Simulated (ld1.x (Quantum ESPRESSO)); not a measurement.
carbon (C): one change to a TM potential, before and after

C (Z = 6), norm-conserving Troullier–Martins (Kleinman–Bylander form), made with ld1.x (Quantum ESPRESSO) 7.5 (PBE, non-relativistic). Core [He], reference 2s2 2p2. Waves: 2p (bound): rc 2.30 bohr; 3d channel at -0.1 Ry: rc 1.75 bohr; 2s (bound): rc 0.95 bohr. Local part: the s channel. Core correction: Bessel-smoothed model core, default radius (core density twice the valence density).

Change: wave 2p (bound): rc 2.30 bohr becomes 2p (bound): rc 2.36 bohr.

Cutoffs: the cutoffs (Ry, on a coarse ladder) from which the occupation-weighted sum of valence levels, in a spherical-Bessel basis at the reference potential, stays within 10 and 1 mRy of its value at 400 Ry; they do not see the model core or the augmentation charge, which bear on the density cutoff. Errors are all-electron minus pseudo energies relative to the spin-unpolarised reference configuration.

Predict the effect on cutoff, ghosts and configuration errors.

The potential gets neither clearly harder nor softer (35 Ry and 90 Ry → 35 Ry and 90 Ry); of the 7 tests that both files solve, the error grows in 2 and shrinks in 0 by more than 15 % and 0.3 meV (median size 35.4 → 42.0 meV); neither file shows a bound ghost.

```csv
quantity,base,changed
"cutoff, loose",35 Ry,35 Ry
"cutoff, tight",90 Ry,90 Ry
bound ghosts,none,none
"error for 2s2 2p1, meV [ΔE 10.87 eV]",+46,+51
"error for 2s2 2p0, meV [ΔE 35.02 eV]",+451,+494
"error for 2s1 2p0, meV [ΔE 83.20 eV]",+902,+981
"error for 2s0 2p4, meV [ΔE 16.94 eV]",-35,-42
"error for 2s2 2p2.3, meV [ΔE -1.16 eV]",+0.5,+0.6
"error for 2s2 2p1.5, meV [ΔE 3.97 eV]",+6.2,+7.0
"error for 2s1 2p3, meV [ΔE 8.46 eV]",-8.9,-11
```
